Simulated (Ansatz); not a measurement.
`CB(N)CCl` + `BN` → `BNB(C)N` + `CCl`  (ligand exchange at a B–C bond)

Isolated molecules relaxed with PBE0-D4/def2-TZVP in Ansatz; ΔE leaves out vibrations. CBS: MP2 limit from def2 TZ/QZ plus the TZ coupled-cluster correction, frozen cores. This one scheme is used for every species. Functionals use def2-TZVPP. B3LYP here is the variant with VWN-RPA as its local correlation; programs differ in this. Each species was taken in one conformer, which may not be the lowest.

```
             level  ΔE (kJ/mol)  difference from CCSD(T)/CBS
            PBE-D4        -64.0                          6.4
         r2SCAN-D4        -69.4                          1.0
           PBE0-D4        -67.9                          2.5
          B3LYP-D4        -69.7                          0.7
           ωB97X-V        -69.5                          0.9
           ωB97M-V        -69.0                          1.4
            B2PLYP        -71.2                         -0.8
               PBE        -64.9                          5.5
            r2SCAN        -69.6                          0.8
              PBE0        -68.7                          1.7
             B3LYP        -71.0                         -0.6
     HF/def2-TZVPP        -81.3                        -10.9
    MP2/def2-TZVPP        -70.3                          0.1
SCS-MP2/def2-TZVPP        -71.4                         -1.0
   CCSD/def2-TZVPP        -71.2                         -0.8
CCSD(T)/def2-TZVPP        -69.6                          0.8
     HF/def2-QZVPP        -82.4                        -12.0
    MP2/def2-QZVPP        -71.1                         -0.7
SCS-MP2/def2-QZVPP        -72.3                         -1.9
      HF/CBS(def2)        -82.6                        -12.2
     MP2/CBS(def2)        -71.0                         -0.6
    CCSD/CBS(def2)        -72.0                         -1.6
       CCSD(T)/CBS        -70.4                            0
```

Largest T1 diagnostic among the species: 0.012.

From PBE to PBE0 (25 % exact exchange), in def2-TZVPP and without D4, ΔE moves by −3.9 kJ/mol. In def2-TZVPP, CCSD(T) changes the Hartree–Fock value by +11.7 kJ/mol (the triples alone add +1.6 kJ/mol) and MP2 by +11.1 kJ/mol.
